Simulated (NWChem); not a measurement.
## Basis-set convergence for HClPb

```xyz
3

Pb    -0.2976     0.3044     0.0000
H      1.0051     1.6710     0.0000
Cl     1.3762    -1.5666     0.0000
```
Charge 0, spin multiplicity 1.

All runs are NWChem calculations. Structure: optimised with PBE/def2-SVP with def2 effective core potentials on Pb, a minimum by its harmonic frequencies.

Quantity: vertical ionisation energy at the level ΔHF (Δ: difference of total energies, the cation a doublet at the parent's geometry with its hole in an orbital of symmetry a' (Cs labels); it is the state that the SCF runs reached, from PBE0 orbitals for Hartree-Fock references, and need not be the lowest).

Effective core potentials replace the inner electrons of Pb; spin-orbit coupling is left out. The structure started from a generated list of species. The stability of the SCF solutions was not checked. Open-shell Hartree-Fock references start from PBE0 orbitals; any time given for them includes that run.

Relative cost: rough, from shared machines, SCF included, def2-SVP = 1.

| basis | functions | vertical ionisation energy (eV) | relative cost |
|---|---|---|---|
| def2-SVP | 49 | [?] | 1 |
| def2-SVPD | 67 | [?] | under 3 |
| def2-TZVP | 93 | 8.63 | under 3 |
| def2-TZVPP | 106 | 8.63 | 4 |
| def2-TZVPD | 111 | 8.64 | 4 |
| def2-QZVP | 182 | 8.63 | 40 |

Task: Fill in the missing entries.

Result: 
- def2-SVP, vertical ionisation energy (eV): 8.60
- def2-SVPD, vertical ionisation energy (eV): 8.66
